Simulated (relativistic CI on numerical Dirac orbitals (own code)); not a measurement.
## Hyperfine structure of Hf³²⁺, mass number 177

Calculated at this level of theory: Dirac-Coulomb-Breit CI, KLI orbitals optimised for each configuration, a model potential for QED, unscaled Slater integrals (own radial code, finite nucleus).

Configuration list (outside the closed core [Ar] 3d10): 4s2 4p6 4d4, 4s2 4p5 4d5, 4s2 4p6 4d3 4f, 4s 4p6 4d5, 4s 4p6 4d4 4f, 4s2 4p6 4d3 5s, 4s2 4p6 4d3 5d, 4s2 4p6 4d3 5g, 4p6 4d6, 4p5 4d7, 4s2 4p6 4d2 5s2, 4s2 4p6 4d 4f 5s2, 4s 4p6 4d2 4f 5s2, 4s2 4p6 4d 5s2 5d. Double excitations out of closed p, d and f shells are left out; levels of such configurations are missing from the list, as are those of other unlisted configurations, and high levels can miss mixing partners.

Nuclear spin I = 7/2, μ = 0.791 μN, Q = 3.37 b (tables of Stone and Pyykkö). The electronic factors are computed for point nuclear moments, without core polarisation or the Bohr-Weisskopf and QED corrections.

| Level | E (eV) | A (MHz) | B (MHz) |
| --- | --- | --- | --- |
| 4s2 4p6 4d4 5D_1 | 11.7947 | -222.9 | 15800 |
| 4s2 4p6 4d4 5D_2 | 16.7193 | 1836 | 32700 |
| 4s2 4p6 4d4 3H_5 | 31.1627 | 2890 | 39200 |
| 4s2 4p6 4d4 3H_6 | 32.5578 | 3052 | 47200 |
| 4s2 4p6 4d4 3G_4 | 34.1788 | 3301 | -14900 |

Levels with J = 0, under 50 % of one LS term, or S terms without an open s electron are left out. Small factors come from cancelling terms and can be off by tens of per cent or more.

At this charge energies of transitions that change n are usually good to better than 1 %, and those within a shell (Δn = 0) to a few per cent. Terms inside the open d or f shell come out 10 to 20 % too wide with unscaled integrals.

Q: Give the hyperfine levels of 4s2 4p6 4d4 5D_2 relative to its centre of gravity.

A: With K = F(F + 1) − I(I + 1) − J(J + 1), E = AK/2 + B[¾K(K + 1) − I(I + 1)J(J + 1)]/[2I(2I − 1)J(2J − 1)]: F = 3/2: 983.9, F = 5/2: -9018, F = 7/2: -14850, F = 9/2: -8336, F = 11/2: 21030 MHz.

LS names give the leading component of a level, which can be under half, so a name can repeat, a term be missing and a line seem to break the LS rules.
